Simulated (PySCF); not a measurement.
## Ionising RbF

PBE; Rb def2-SVPD with ECP28, F def2-SVPD; scalar-relativistic core potentials (PySCF 2.14). Neutral (UKS): singlet (closed shell), Re = 2.371 Å, ωe = 347 cm⁻¹, De = 5.07 eV, HOMO -4.46 eV, LUMO -1.58 eV.

RbF⁻ (UKS): doublet (σ ↑), Re = 2.473 Å, ωe = 280 cm⁻¹, De = 1.78 eV to Rb + F⁻. The energies at the minima are -123.82210 hartree for RbF and -123.83880 for RbF⁻.

Q: Work out the adiabatic electron affinity, without and with harmonic zero-point energies (1 hartree = 27.2114 eV, 1 eV = 8065.5 cm⁻¹), and the change of the bond length.

A: At PBE: 0.01670 hartree = 0.454 eV between the minima; the zero-point term (347.0 − 280.0)/2 cm⁻¹ = +0.004 eV makes it 0.459 eV. Re changes by +10.2 pm against the neutral. The electron enters a σ orbital; in so polar a molecule the change of length follows mostly from the change of the ionic charges.

Spin–orbit coupling is left out. For an ion De counts to the pair picked by the measured ionisation energies or electron affinities, which need not be the lowest pair at this level. The highest Kohn–Sham level is positive in this anion. Much of that is self-interaction error, but it also means that the finite basis helps to hold the extra electron. States were picked by a PBE0 search and need not be the measured ground states.
